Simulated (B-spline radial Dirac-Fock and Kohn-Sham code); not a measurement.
# Elastic scattering of 37.4 keV positrons by the Tm atom

Level of theory: relativistic (Dirac) partial waves in the static field of the Dirac-Fock atom, without polarisation or absorption potentials; a radial finite-basis atomic code.

```csv
θ (°),dσ/dΩ (a₀²/sr),Sherman function
5,6.80,0.000
10,0.784,0.000
15,0.208,0.001
20,0.0771,0.001
25,0.0354,0.002
30,0.0188,0.002
35,0.0110,0.003
40,0.00691,0.003
45,0.00457,0.004
50,0.00315,0.004
55,0.00226,0.005
60,0.00167,0.005
65,0.00127,0.006
70,0.000985,0.006
75,0.000783,0.006
80,0.000635,0.007
85,0.000524,0.007
90,0.000439,0.007
95,0.000373,0.007
100,0.000321,0.007
105,0.000280,0.007
110,0.000247,0.007
115,0.000221,0.006
120,0.000199,0.006
125,0.000181,0.006
130,0.000166,0.005
135,0.000154,0.005
140,0.000144,0.004
145,0.000136,0.004
150,0.000129,0.003
155,0.000124,0.003
160,0.000120,0.002
165,0.000117,0.002
170,0.000115,0.001
175,0.000113,0.001
```

The total elastic cross section is 1.28 a₀², the first transport cross section 0.0125 a₀² and the second, weighted with (3/2) sin²θ, 0.0296 a₀². The mean deflection is ⟨1 − cos θ⟩ = 0.00979, and 0.11 % of the collisions scatter beyond 90°.

Values without a named source are computed, but for edge energies of neutral atoms, which are taken from tables.
